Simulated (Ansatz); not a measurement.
Input file for `C[SiH2][SiH2]F`:

```yaml
crystal:
  periodic: [false, false, false]
  atoms:
    - {symbol: C, position_ang: [-0.697483, 1.576883, 0.285419]}
    - {symbol: Si, position_ang: [-0.789555, -0.180139, -0.370217]}
    - {symbol: Si, position_ang: [1.232124, -1.295188, 0.038470]}
    - {symbol: F, position_ang: [1.166759, -2.800628, -0.523374]}
    - {symbol: H, position_ang: [-0.514158, 1.583426, 1.362060]}
    - {symbol: H, position_ang: [0.106215, 2.133980, -0.200918]}
    - {symbol: H, position_ang: [-1.635847, 2.103562, 0.098495]}
    - {symbol: H, position_ang: [-1.051751, -0.176864, -1.836672]}
    - {symbol: H, position_ang: [-1.896232, -0.926662, 0.290982]}
    - {symbol: H, position_ang: [2.375848, -0.617218, -0.631116]}
    - {symbol: H, position_ang: [1.529480, -1.374151, 1.494971]}
basis:
  gaussian: {orbitals: def2-TZVPP}
correlation: {method: ccsd_t}
```

```sh
$ ansatz run in.yaml --threads 4 --pin off --events-out ev --progress --plain --max-ram 10444MiB
```

The program prints (abridged):

```
Functional definition: HF
1403 factors; integrals over basis functions are off by at most 1.0e-3 eV
mean field evaluation 1: about -19572.4672 eV, gradient 3.5e1 eV
mean field evaluation 2: about -19572.6708 eV, gradient 3.6e1 eV
mean field evaluation 4: about -19575.7434 eV, gradient 3.7e0 eV
mean field evaluation 8: about -19575.8044 eV, gradient 2.2e-1 eV
mean field evaluation 16: about -19575.8046 eV, gradient 1.5e-6 eV
mean field -19575.80463276 eV, -719.3975512970 hartree, gradient 1.5e-6 eV, S^2 0.000000; 0 other end points of the search recorded, 0 dependent functions left out
12 core orbitals not correlated: weight in the atoms' cores, before any rotation towards them, 1.000 or more for the frozen orbitals, at most 0.000 for the correlated occupied ones
reference -19575.80463276 eV, -719.3975512970 hartree; 13, 13 occupied and 219, 219 virtual orbitals, 1403 factors
second order -18.48457726 eV of doubles, -0.00000000 eV of singles
cycle   1  -19.31399553 eV  change   -8.3e-1 eV  update   9.5e-2
cycle   2  -19.80576040 eV  change   -4.9e-1 eV  update   2.9e-2
cycle   3  -19.90824100 eV  change   -1.0e-1 eV  update   1.5e-2
cycle   4  -19.90037411 eV  change    7.9e-3 eV  update   3.3e-3
cycle   5  -19.89880406 eV  change    1.6e-3 eV  update   1.3e-3
cycle   6  -19.89902430 eV  change   -2.2e-4 eV  update   4.0e-4
cycle   7  -19.89883498 eV  change    1.9e-4 eV  update   1.4e-4
cycle   8  -19.89880057 eV  change    3.4e-5 eV  update   4.1e-5
cycle   9  -19.89881783 eV  change   -1.7e-5 eV  update   1.6e-5
perturbative correction -0.64050203 eV, -0.0235380153 hartree
Total energy: -19596.34395262 eV, -720.1523573797 hartree
```

It took 84 s on 4 threads of an Arm Neoverse V1 on a shared host, with 4.6 GiB of host memory at the peak.

MP2 recovers 90.0 % of the CCSD(T) correlation energy and the triples give 3.1 %; T1 = 0.0115.
